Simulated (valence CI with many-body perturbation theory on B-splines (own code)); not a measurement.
A CI+MBPT run for Pb58+

Calculated by relativistic CI+MBPT: six valence electrons over a frozen Dirac-Fock core [Ar], radial functions for each j: 7 s, 7 p, 8 d, 6 f, 4 g, 1 h, with the one-electron correlation potential Σ1 (screened to all orders), the two-electron term Σ2, the three-electron term Σ3, Breit, model QED; selected single and double excitations, second order for the rest, scaled by the run's own slope (own B-spline code, finite nucleus).

Command, and the settings that its task file holds:

```sh
python run_cv.py task.json out
```

```
atom Pb  Z=82  mass_number=208  rms_radius_fm=5.5012
core [Ar]
valence 3d6
avg = 1
basis = M
breit = 1
cap = 60000
capref = 1200
cscale = 1
de = 0.0
dress = 0
eps = 2e-08
extrap = 1
h = 0.27
hh = 1
l2 = 3
lcore = 6
maxit = 60
n2 = 5
natural = 1
nlev = 35
nno = [4, 4, 5, 4, 3, 1]
nroot = 26
nsp = [3, 3, 3, 2, 1, 0]
pt2 = 1
qed = 1
rpa = 1
s1 = 1
s2 = 1
s3 = 1
screen = 1
tol = 2e-05
whole = 1
```

It took 5.7 min on 1 thread of Intel(R) Xeon(R) Processor @ 2.30GHz, on a shared host.

Log. The first blocks belong to the next ion, which gives the ionisation energy. Fields: 2J, parity (1 odd), roots, reference size, generating configurations, candidates as configurations/state functions, variational space P, stored matrix elements, Davidson steps; e2 is the range of second-order energies in hartree. The first line gives the box (bohr), its intervals, the orbitals and the steps of their self-consistent field. Window is the range of levels sought, series limit the energy at which the first omitted orbital would enter, core excitation an estimate of the first excitation out of the core, left out the lowest levels not solved, and shifts from estimates the range by which levels moved from their first estimate, all in cm⁻¹.

```
rmax 1.9 intervals 55 orbitals 59 references ['3d6', '3d5 4s', '3d5 4p'] scf 4 t 2.0
2J=5 par=0 roots 2 ref 81 generators 4 cand 3453/45011 P 594/6000 nnz 9.8e+06 it 4
2J=5 par=0 roots 2 ref 81 generators 4 cand 2877/39092 P 2127/27651 nnz 1.6e+08 it 5
   second order: generators 7 cand 5491/138844 e2 -0.00011 -0.00004
reference levels 654, estimated 33, window 2385279 1/cm; series limit 37197017, core excitation 2981599
2J=8 par=0 roots 7 ref 77 generators 4 cand 3873/75094 P 555/11963 nnz 3.1e+07 it 5
2J=8 par=0 roots 7 ref 77 generators 4 cand 3477/65704 P 1512/32053 nnz 2e+08 it 5
   second order: generators 5 cand 5855/472869 e2 -0.00415 -0.00278
2J=4 par=0 roots 8 ref 86 generators 4 cand 3965/64528 P 613/11979 nnz 3.1e+07 it 5
2J=4 par=0 roots 8 ref 86 generators 4 cand 3525/55124 P 1811/32224 nnz 2e+08 it 5
   second order: generators 6 cand 8128/523216 e2 -0.00231 -0.00142
2J=0 par=0 roots 4 ref 26 generators 4 cand 3166/13837 P 2499/12000 nnz 2.6e+07 it 5
2J=0 par=0 roots 4 ref 26 generators 4 cand 1146/4363 P 3252/15287 nnz 4.1e+07 it 5
   second order: generators 8 cand 11777/235899 e2 -0.00007 -0.00003
2J=6 par=0 roots 6 ref 88 generators 3 cand 3371/74268 P 460/11969 nnz 3.4e+07 it 5
2J=6 par=0 roots 6 ref 88 generators 3 cand 3038/64887 P 1232/30466 nnz 1.9e+08 it 7
   second order: generators 4 cand 5601/439138 e2 -0.00337 -0.00278
2J=2 par=0 roots 4 ref 60 generators 3 cand 3294/42268 P 775/11996 nnz 3.2e+07 it 5
2J=2 par=0 roots 4 ref 60 generators 3 cand 2701/32828 P 2325/31648 nnz 1.9e+08 it 8
   second order: generators 6 cand 11761/701159 e2 -0.00029 -0.00017
2J=12 par=0 roots 2 ref 31 generators 2 cand 3209/52313 P 598/11999 nnz 3.7e+07 it 5
2J=12 par=0 roots 2 ref 31 generators 2 cand 2759/42837 P 1618/29080 nnz 1.9e+08 it 5
   second order: generators 2 cand 1739/25756 e2 -0.00093 -0.00091
2J=10 par=0 roots 2 ref 52 generators 2 cand 3330/65733 P 459/11960 nnz 3.7e+07 it 4
2J=10 par=0 roots 2 ref 52 generators 2 cand 2996/56290 P 1158/28636 nnz 1.9e+08 it 5
   second order: generators 2 cand 2297/39614 e2 -0.00225 -0.00205
left out: unestimated 3752208, estimated none, shifts from estimates -823 to 933
operators 1.3
```

The Davidson iterations converged.

The last digits are not significant, and no measured levels were compared; by estimate large intervals hold to a few tenths of a per cent, small ones and those within an open d or f shell to about a per cent. Core correlation moves these levels by up to 18000 cm⁻¹, and in measured spectra 5 to 20 % of such shifts remained as error; rates that hang on mixing are uncertain with them. Among the levels kept, up to 1100 cm⁻¹ of a level comes from second order outside the variational space, and about a tenth of that is noise between levels of different J, which matters for small intervals. The list stops below the first excitations out of the core. Only levels of the ground parity were solved; by the run's estimate the other parity begins above the list, which can be wrong where configurations are misplaced.

- Valence energy: -1429.934 hartree
- Ionisation energy: 6014.4 eV (NIST: 6015 ± 6 eV (theoretical))
- Reference configurations for the orbitals: 3d6, 3d5 4s, 3d5 4p
- Radial orbitals: 59
- Box radius: 1.942 bohr
- Largest variational space: 32224
- Lowest levels: (3d3/2^4 3d5/2^2) J=4 0, (3d3/2^4 3d5/2^2) J=2 74881, (3d3/2^4 3d5/2^2) J=0 253220, (3d3/2^3 3d5/2^3) J=3 [a] 860650, (3d3/2^3 3d5/2^3) J=4 [a] 866560, (3d3/2^3 3d5/2^3) J=1 [a] 907500, (3d3/2^3 3d5/2^3) J=6 934420, (3d3/2^3 3d5/2^3) J=5 936930, (3d3/2^3 3d5/2^3) J=2 [a] 1005600, (3d3/2^3 3d5/2^3) J=3 [b] 1019100, (3d3/2^3 3d5/2^3) J=0 1099400, (3d3/2^3 3d5/2^3) J=4 [b] 1148600, (3d3/2^3 3d5/2^3) J=1 [b] 1159600, (3d3/2^3 3d5/2^3) J=2 [b] 1162500 cm⁻¹

Levels are named by their leading jj configuration (3d3/2^4 stands for four electrons in 3d with j = 3/2), which in mixed levels can hold well under half, so a name can repeat and another be missing. Letters in brackets count levels of one name in rising energy.
